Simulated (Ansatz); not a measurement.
Stretching the Se1–H2 bond in SeH (multiplicity 2 held). Energies count from the point at 1.475 Å.


Signs of static correlation in cc-pVTZ, with CASSCF(7,5), from Ansatz (a program for electronic structure) runs.

```csv
R (Å),T1 of restricted CCSD,⟨S²⟩ of UHF,largest double amplitude of restricted CCSD,weight of the CASSCF reference in MRCISD,CASSCF natural occupations
1.180,0.015,0.761,0.044,0.940,2.00 2.00 1.99 1.00 0.02
1.327,0.015,0.761,0.043,0.939,2.00 2.00 1.98 1.00 0.02
1.475,0.015,0.761,0.056,0.938,2.00 2.00 1.97 1.00 0.03
1.622,0.016,0.762,0.082,0.938,2.00 2.00 1.95 1.00 0.05
1.770,0.018,0.774,(withheld),0.937,2.00 2.00 1.93 1.00 0.07
1.991,0.023,1.091,0.173,0.937,2.00 2.00 1.87 1.00 0.13
2.212,(withheld),1.408,0.241,0.938,2.00 2.00 1.78 1.00 0.22
2.581,0.071,1.638,0.358,0.939,2.00 2.00 1.57 1.00 0.43
2.950,0.196,1.717,0.310,0.940,2.00 2.00 1.34 1.00 0.66
3.392,0.311,1.748,0.111,0.941,2.00 2.00 1.18 1.00 0.82
3.982,0.120,1.758,0.728,0.941,2.00 2.00 1.07 1.00 0.93
4.720,0.109,1.760,0.814,0.941,2.00 2.00 1.02 1.00 0.98
5.900,0.105,1.760,0.850,0.941,2.00 2.00 1.00 1.00 1.00
```

### Question
Complete the blanks.

### Answer

- 1.770, largest double amplitude of restricted CCSD: 0.114
- 2.212, T1 of restricted CCSD: 0.031

Doubts at one or more of the structures used: a restricted determinant that unrestricted orbitals would lower (RO-CCSD(T)/cc-pVTZ); other coupled-cluster roots lie near (RO-CCSD(T)/cc-pVTZ); T1 above 0.05 (RO-CCSD(T)/cc-pVTZ, U-CCSD(T)/cc-pVTZ); a spin-contaminated determinant (U-CCSD(T)/cc-pVTZ).
